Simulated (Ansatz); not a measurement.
PBE exchange is replaced step by step with exact exchange (0 % is PBE, 25 % PBE0; no dispersion term), basis def2-TZVPD, Ansatz. System: Cr₃⁻ (the lowest doublet isomer of a short search). Total charge -1; doublet. Geometry: r2SCAN-D4/def2-TZVPD.

Geometry of the doublet:

```xyz
3

Cr   -0.525   -1.248   -0.692
Cr   -0.869    1.256    0.110
Cr    1.394   -0.008    0.582
```

At PBE-D4/def2-TZVPD, PBE with 5 % exact exchange/def2-TZVPD, PBE with 10 % exact exchange/def2-TZVPD, PBE with 15 % exact exchange/def2-TZVPD and others the charge -1 doublet is spin-contaminated (final ⟨S²⟩ up to 8.50, 0.75 for a pure state). At PBE-D4/def2-TZVPD, PBE with 5 % exact exchange/def2-TZVPD, PBE with 10 % exact exchange/def2-TZVPD, PBE with 15 % exact exchange/def2-TZVPD and others the highest occupied level of the charge -1 doublet lies above zero (up to 0.84 eV). Its loss leaves the charge 0 triplet, which lies 0.90 eV higher (vertical, at PBE-D4/def2-TZVPD), but this difference is unsure: the triplet is doubtful (geometry relaxed on an unsound state). The geometry of the doublet was relaxed on an unsound state (⟨S²⟩ 7.81, where a pure state has 0.75). At PBE0-D4/def2-TZVPD a sextet of charge -1 lies 2.03 eV below the doublet, each at its own geometry. That sextet is doubtful there (⟨S²⟩ 14.37, where a pure state has 8.75). The structure comes from a short search, and lower isomers may exist.

HOMO and LUMO are taken over both spins.

```json
{"exact exchange (%)": "0", "HOMO (eV)": "0.84", "LUMO (eV)": "0.90", "gap (eV)": "0.06", "⟨S²⟩": "7.164"}
{"exact exchange (%)": "5", "HOMO (eV)": "0.60", "LUMO (eV)": "1.04", "gap (eV)": "0.44", "⟨S²⟩": "7.481"}
{"exact exchange (%)": "10", "HOMO (eV)": "0.50", "LUMO (eV)": "1.18", "gap (eV)": "0.68", "⟨S²⟩": "7.706"}
{"exact exchange (%)": "15", "HOMO (eV)": "0.40", "LUMO (eV)": "1.32", "gap (eV)": "0.91", "⟨S²⟩": "7.875"}
{"exact exchange (%)": "25", "HOMO (eV)": "0.22", "LUMO (eV)": "1.59", "gap (eV)": "1.37", "⟨S²⟩": "8.114"}
{"exact exchange (%)": "50", "HOMO (eV)": "-0.26", "LUMO (eV)": "2.18", "gap (eV)": "2.44", "⟨S²⟩": "8.496"}
```

Q: Estimate the row for 35 %.

A: 
```tsv
exact exchange (%)	HOMO (eV)	LUMO (eV)	gap (eV)	⟨S²⟩
35	0.01	1.80	1.79	8.344
```
